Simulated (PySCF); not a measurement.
Estimate the missing entries of this data sheet.

Compound: 1-chloro-3-ethynylbenzene, C8H5Cl.
InChI=1S/C8H5Cl/c1-2-7-4-3-5-8(9)6-7/h1,3-6H

| property | level | value |
| --- | --- | --- |
| point group | PBE0-D3(BJ)/def2-SVP | ? |
| rotational constants A, B, C | PBE0-D3(BJ)/def2-SVP | 2.762, 0.885, 0.670 GHz |
| dipole moment | CAM-B3LYP/def2-SVPD | ? |
| HOMO energy | CAM-B3LYP/def2-SVPD | ? |
| LUMO energy | CAM-B3LYP/def2-SVPD | -0.37 eV |
| lowest singlet excitation | TDDFT CAM-B3LYP/def2-SVPD | 4.98 eV (249 nm, f = 0.019) |
| strongest line among the 6 lowest singlet transitions | TDDFT CAM-B3LYP/def2-SVPD | ? |
| static isotropic polarisability | CAM-B3LYP/def2-SVPD | ? |
| electronic spatial extent ⟨r²⟩ about the centre of nuclear charge | CAM-B3LYP/def2-SVPD | ? |

Gas-phase values; electronic properties from PySCF, density fitting. Isolated species at its PBE0-D3(BJ)/def2-SVP geometry, gas phase.

(1) What is the HOMO energy?

(2) The point group?

(3) The static isotropic polarisability?

(4) The strongest line among the 6 lowest singlet transitions?

(5) Give the electronic spatial extent ⟨r²⟩ about the centre of nuclear charge.

(6) What is the dipole moment?

Answers

(1) -8.28 eV.

(2) Cs.

(3) 108.7 au.

(4) S4 at 6.16 eV (201 nm, f = 0.466).

(5) 1557 bohr².

(6) 1.54 D.

The principal polarisabilities are 60.3, 109.6 and 156.2 au; their mean is the isotropic value. No computed singlet falls in the visible range (750 to 380 nm, 1.65 to 3.26 eV); S1 lies 1.72 eV above its blue end. The dipole matches unit charges of opposite sign 0.32 Å apart (1 e·Å = 4.8032 D). The rotational constants make it an asymmetric top with κ = (2B − A − C)/(A − C) = -0.79, nearer the prolate limit (−1).

For the geometry optimisation (PBE0-D3(BJ)/def2-SVP), cost: about 50 s of CPU time on one thread; the machine was shared, so the figure is rough.
